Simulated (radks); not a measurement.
Values are calculated unless marked as measured or tabulated.
Coulomb parameter of the 5d shell of the iridium ion Ir2+ in the model configuration [Xe] 4f14 5d5.5 6s1.5, as a second difference U = [E(n + 0.5) + E(n - 0.5) - 2 E(n)] / (0.5)^2 with all orbitals relaxed. "Bare": the charge of the atom changes with n. "Screened": the 6s shell takes up the change at fixed total charge, which measures U(5d,5d) + U(6s,6s) - 2 U(5d,6s). Level of theory: Dirac Kohn-Sham, PBE, spin-unpolarised, spherical densities, finite nucleus; open shells are shared between the two j in proportion to 2j + 1; Fermi nuclear charge, rms radius 5.4032 fm (a radial shooting solver on a logarithmic mesh with Libxc functionals).

| case | configuration | E - E(n) (eV) |
|---|---|---|
| start | [Xe] 4f14 5d5.5 6s1.5 | 0.000 |
| bare +0.5 | [Xe] 4f14 5d6 6s1.5 | -12.530 |
| bare -0.5 | [Xe] 4f14 5d5 6s1.5 | 15.608 |
| screened +0.5 | [Xe] 4f14 5d6 6s1 | -2.190 |
| screened -0.5 | [Xe] 4f14 5d5 6s2 | 2.494 |

U(bare) = 12.314 eV, U(screened by 6s) = 1.217 eV.
